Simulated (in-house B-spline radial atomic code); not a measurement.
The numbers below are computed, except where a source is named.
# How size changes two electrons in a hard-walled Ge dot

For Ge the NSM archive of the Ioffe Institute lists m_l = 1.6 m0, m_t = 0.08 m0 and ε = 16.2; the model takes one isotropic valley with the conductivity mass 3/(1/m_l + 2/m_t) = 0.117 m0, and so misses anisotropy and the other valleys. All triplets below are those of one valley; with several valleys two electrons can form a triplet in the 1s orbital itself, at an energy set by the valley splitting.

Effective-mass model with parabolic bands, a uniform dielectric constant, no image charges, no central-cell or spin-orbit terms. Two-electron levels come from full CI in B-splines with partial waves to l = 5 (up to 0.001 effective hartree above the limit).

Ha* = 12.13 meV, a* = 7.327 nm.

| R (nm) | s-p spacing (meV) | J_ss (meV) | charging energy, CI (meV) | gap to the lowest triplet, CI (meV) | leading natural occupation |
| --- | --- | --- | --- | --- | --- |
| 7.29 | 63.2 | 21.8 | 21 | 57.4 | 1.993 |
| 9.31 | 38.8 | 17.1 | 16.3 | 34.4 | 1.988 |
| 11.9 | 23.9 | 13.4 | 12.6 | 20.5 | 1.982 |
| 15.1 | 14.8 | 10.5 | 9.79 | 12.2 | 1.972 |
| 19.3 | 9.05 | 8.24 | 7.53 | 7.17 | 1.958 |
| 24.5 | 5.58 | 6.47 | 5.8 | 4.19 | 1.936 |
| 31.4 | 3.42 | 5.06 | 4.43 | 2.41 | 1.906 |
| 39.9 | 2.11 | 3.98 | 3.38 | 1.39 | 1.866 |
| 50.9 | 1.3 | 3.12 | 2.57 | 0.788 | 1.814 |
| 64.9 | 0.798 | 2.45 | 1.94 | 0.444 | 1.748 |
| 82.8 | 0.49 | 1.92 | 1.47 | 0.249 | 1.669 |
| 106 | 0.302 | 1.5 | 1.11 | 0.14 | 1.579 |

(1) With what end-to-end powers of R do the columns change between the first and last rows?

(2) Where does repulsion overtake the orbital spacing, and what happens to the ratio of triplet gap to spacing?

Results:

(1) Spacing -2.00, J_ss -1.00, charging energy -1.10, triplet gap -2.25. Kinetic energy scales as 1/R² and repulsion as 1/R, so repulsion wins in large dots and, with correlation, bends the charging energy and the triplet gap away from these laws.

(2) J_ss passes the spacing between R = 19.3 and 24.5 nm. The ratio goes from 0.91 to 0.46, while the leading occupation goes from 1.993 to 1.579.
